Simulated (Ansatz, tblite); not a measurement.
Removing and adding an electron: SnHMe2(OAc) (C4H10O2Sn). Total charge 0; singlet. Geometry: PBE-D4/def2-SVP. Ansatz, gas phase; energy differences of separate SCF runs; the oxidised species was run as a doublet alone; the reduced species was run as a doublet alone.

```xyz
17

Sn    0.759    0.329   -0.849
H     0.186    0.576   -2.462
C     1.879    2.047   -0.145
H     2.158    1.898    0.916
H     1.259    2.960   -0.231
H     2.798    2.174   -0.749
C     1.780   -1.524   -0.420
H     1.239   -2.357   -0.905
H     1.781   -1.676    0.677
H     2.826   -1.475   -0.781
O    -0.867    0.581    0.509
C    -1.684   -0.411    0.221
C    -2.942   -0.473    1.059
O    -1.424   -1.229   -0.674
H    -3.574   -1.321    0.743
H    -3.503    0.478    0.962
H    -2.672   -0.578    2.129
```

In the def2 sets Sn takes a core potential; there is no spin–orbit coupling. The xTB rows come from tblite.

| level | −HOMO (eV) | vertical IE (eV) | −LUMO (eV) | vertical EA (eV) | HOMO–LUMO gap (eV) | IE − EA (eV) | remarks |
| --- | --- | --- | --- | --- | --- | --- | --- |
| GFN1-xTB | 11.97 | 14.62 | 6.86 | 4.26 | 5.11 | 10.36 | – |
| GFN2-xTB | 11.01 | 13.64 | 6.54 | 3.91 | 4.47 | 9.73 | – |
| PBE-D4/def2-TZVPD | 6.16 | – | 0.99 | -0.47 | 5.17 | – | HOMO above zero (-1 doublet) |
| PBE0-D4/def2-TZVP | 7.63 | 9.37 | -0.01 | – | 7.64 | – | – |

Question: Estimate the rows for LDA (SPW92)/def2-TZVP, LDA (SPW92)/def2-TZVPD, PBE-D4/def2-TZVP, PBE0-D4/def2-TZVPD.

Answer: 
| level | −HOMO (eV) | vertical IE (eV) | −LUMO (eV) | vertical EA (eV) | HOMO–LUMO gap (eV) | IE − EA (eV) | remarks |
| --- | --- | --- | --- | --- | --- | --- | --- |
| LDA (SPW92)/def2-TZVP | 6.29 | 9.10 | 1.14 | – | 5.15 | – | – |
| LDA (SPW92)/def2-TZVPD | 6.33 | – | 1.21 | -0.43 | 5.12 | – | HOMO above zero (-1 doublet) |
| PBE-D4/def2-TZVP | 6.11 | 8.93 | 0.88 | – | 5.23 | – | – |
| PBE0-D4/def2-TZVPD | 7.66 | – | 0.17 | -0.63 | 7.49 | – | HOMO above zero (-1 doublet) |

   A HOMO above zero means that the electron is unbound at that level or that self-interaction error raises the level; the energy of removing that electron tells which. Raw xTB energy differences between charge states are shifted by several eV; the methods need an empirical correction for them. A negative affinity means that the extra electron isn't bound; its size then hangs on the basis.
